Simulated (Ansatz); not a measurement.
Basis sets compared for the cluster Si₃W⁻ (the lowest doublet isomer of a short search). The state is a doublet with charge -1. Geometry PBE0-D4/def2-SVPD. Ansatz on 4 threads of Arm Neoverse V2 on a shared host; times are rough, and most runs start from earlier orbitals.

```xyz
4

W    -0.968    0.599   -0.433
Si   -0.721   -1.594    0.120
Si    1.215    0.241   -1.027
Si    0.474    0.755    1.340
```

In the def2 sets W takes a core potential; there is no spin–orbit coupling. At PBE-D4/def2-SVPD, PBE-D4/def2-TZVPD, PBE0-D4/def2-SVPD, PBE0-D4/def2-TZVPD the highest occupied level of the charge -1 doublet lies above zero (up to 0.97 eV). By energy differences its removal costs 1.24 eV (vertical, to the charge 0 singlet, at PBE0-D4/def2-TZVPD). Another isomer (doublet) lies 0.05 eV lower at r2SCAN-D4/def2-TZVPD.

| level | functions | energy (Eh) | HOMO (eV) | LUMO (eV) | wall time |
| --- | --- | --- | --- | --- | --- |
| PBE-D4/def2-SVPD | 107 | -934.8864 | 0.97 | 1.31 | 2.9 s |
| PBE0-D4/def2-SVPD | 107 | -934.8853 | 0.26 | 1.86 | 5.5 s |

(1) Estimate the rows for PBE-D4/def2-TZVPD, PBE0-D4/def2-TZVPD.

## Answers

(1) 
```tsv
level	functions	energy (Eh)	HOMO (eV)	LUMO (eV)	wall time
PBE-D4/def2-TZVPD	172	-935.1930	0.84	1.15	7 s
PBE0-D4/def2-TZVPD	172	-935.1901	0.16	1.67	15 s
```
